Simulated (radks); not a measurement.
Results of a calculation; reference values are marked as such.
Q: Radial electron density D(r) = 4 pi r^2 rho(r) of an atom or ion with 64.5 electrons. Code: a radial shooting solver on a logarithmic mesh with Libxc functionals. Model: Dirac Kohn-Sham, LDA (Slater exchange, Perdew-Wang correlation), spin-unpolarised, spherical densities, point nucleus.

```
   r/bohr * D(r) (the largest magnitude, 117, reaches the edge; | marks zero)
 0.004052 |                *
 0.005492 |                       *
 0.007443 |                               *
  0.01009 |                                      *
  0.01367 |                                          *
  0.01853 |                                        *
  0.02511 |                                     *
  0.03403 |                                      *
  0.04612 |                                               *
  0.06251 |                                                      *
  0.08471 |                                                 *
   0.1139 |                                         *
   0.1544 |                                              *
   0.2092 |                                             *
   0.2835 |                           *
   0.3842 |                     *
   0.5207 |                         *
   0.7057 |                *
   0.9565 |       *
    1.296 |    *
    1.757 | *
    2.381 |*
    3.227 *
    4.373 *
    5.927 *
    8.032 *
```

What is the nuclear charge?

A: Z = 66. The innermost maximum, from 1s, lies near gamma/Z bohr with gamma = sqrt(1 - (Z/c)^2) = 0.876, here 0.0133 bohr (found: 0.0147), and its height grows with Z. The density is that of the dysprosium ion Dy1.5+ in [Kr] 4d10 4f10 5s2 5p(1/2: 2, 3/2: 3.5) 6s1; the configuration itself is not fixed sharply by these data, and Z only to a few units. D(r) has 4 maxima, at r = 0.0147, 0.0651, 0.181, 0.496 bohr, and minima at 0.0283, 0.119, 0.355 bohr, inside which lie 2.01, 11.14, 29.53 electrons.
